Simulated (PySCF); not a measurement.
# Gas-phase XPS of GeH2(NHMe)2, computed

GeH2(NHMe)2, C2H10GeN2.
Cartesian coordinates in Å at the PBE0-D3(BJ)/def2-SVP level; atoms count from 1:
```xyz
15
C2H10GeN2 angstrom
Ge     1.046   -0.241    0.033
H      1.310    0.007    1.532
H      2.365   -0.362   -0.770
N     -0.049    1.148   -0.457
C      0.117    2.488    0.051
H     -0.365    1.125   -1.421
H     -0.827    3.057   -0.011
H      0.389    2.450    1.119
H      0.897    3.091   -0.458
N      0.204   -1.834   -0.219
C     -1.111   -2.109    0.303
H      0.423   -2.326   -1.077
H     -1.274   -3.195    0.414
H     -1.213   -1.671    1.309
H     -1.945   -1.705   -0.304
```

Method used: delta-SCF UKS SCAN, pcX-2 on the ionised atom, pcseg-1 elsewhere, spin-free X2C in PySCF 2.14.0. These are vertical core ionisation energies against the vacuum level, from separate self-consistent calculations with and without the core hole.

Problem. What binding energy does each computed site have?

Solution. 
```csv
atom(s),environment,level,binding energy (eV),count
C5/C11,carbon bonded to N and 3 H,C 1s,291.33,2
N4/N10,"nitrogen bonded to C, Ge and H",N 1s,403.89,2
```

Problem. Express the binding energy of C 1s of C5/C11 in atomic units and per mole.

Solution. 291.33 eV = 10.7062 Eh = 28109 kJ/mol.

Topologically equivalent atoms share the value of their first member; where this conformer doesn't relate them by symmetry, their own values could differ. No level of germanium is listed. One conformer (not necessarily the lowest) at the PBE0-D3(BJ)/def2-SVP geometry, without solvent, vibrations or thermal averaging.
